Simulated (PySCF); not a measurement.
A made-up structure of LiBH₂Te, closed shell:

| atom | x (Å) | y (Å) | z (Å) |
| --- | --- | --- | --- |
| Li1 | 0.1513 | 0.0593 | 1.7113 |
| Te2 | -0.1437 | 0.1004 | -0.5166 |
| B3 | 1.2120 | -1.3955 | 0.0245 |
| H4 | -0.6242 | 0.4485 | -2.0990 |
| H5 | -0.6775 | 0.8299 | 0.3246 |

It is relaxed with PBE-D4/def2-SVP and then PBE0-D4/def2-TZVP (PySCF 2.14 with density fitting (its default auxiliary sets; JK sets also for MP2 and CCSD(T))). Atoms count as bonded within 1.22 times the sum of their covalent radii (H–H: 0.88 Å). The end point is not checked to be a true minimum.

(1) Does its bonding change? (A judgement: the text doesn't fix the answer.)

Answers

(1) Computed: Yes. Formed: B3–H5; broken: Li1–Te2, Li1–H5, Te2–H5.

Where it ends: The first stage lowers the energy by 5.68 eV in 37 steps. It ends as LiBH₂Te ([Li][BH][TeH]):
Li1  (0.482, 0.791, 2.382)
Te2  (1.070, -0.604, -0.948)
B3  (-0.273, 0.272, 0.434)
H4  (0.146, -0.862, -2.326)
H5  (-1.373, 0.395, -0.038)
(Å)

Labels in which every atom is bracketed show which atoms are joined, not bond orders.

For scale, one of the runs: PBE0-D4/def2-TZVP relaxation, 107 basis functions, launched by `OMP_NUM_THREADS=2 python run.py`. Time: 4 min of wall clock on 2 CPU threads of an INTEL XEON PLATINUM 8581C; the host was shared. Peak host memory: 1.1 GiB.
